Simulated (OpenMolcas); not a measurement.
Cr3+ with 6 ligands (bromide) in octahedral coordination (Oh). A charge of +0.5 e stands 2.6 Å behind each ligand. Ligand basis ANO-RCC-VDZP.

```yaml
Program: OpenMolcas
Method: CASSCF
Basis: ANO-RCC-VDZP [5s4p2d1f]
Scalar_Hamiltonian: DKH2, point nucleus
Active_space: 3 electrons in 5 orbitals (3d)
State_averaging: 2S+1 = 4 even, 10 roots; 2S+1 = 2 even, 40 roots
Spin-orbit_coupling: RASSI with atomic mean-field integrals over the reference wave functions
```

All ligands move together. At R = 2.38 Å the first state of the same spin is 13082 cm-1, and at R = 2.58 Å it is 8750 cm-1.

A third run gives 9826 cm-1. What distance was it run at?

With a power law R^-n the two known points give n = -ln(8750 / 13082) / ln(2.58 / 2.38) = 4.98. Then R = 2.38 × (13082 / 9826)^(1/4.98) = 2.521 Å. The run was at 2.52 Å, so the estimate is off by +0.001 Å.

Without dynamic correlation the repulsion within the d shell is too large (B by tens of per cent), so at a given field states of lower spin stand too high. Ligand-to-metal charge-transfer states are missing. With no ligand orbital active B as a rule stays too high, so bands that hang on it stand too high and its fall with covalency is understated. With metal d orbitals alone and no dynamic correlation the field as a rule comes out too small, by tens of per cent, by up to half for chloride and softer ligands. The least metal-like active orbital is 82 % on the metal (Löwdin) and no ligand orbital is active, so the numbers are rough (holds for R = 2.38). No measured value stands beside these numbers; the geometry was imposed, not optimised, and the real ion may take another.
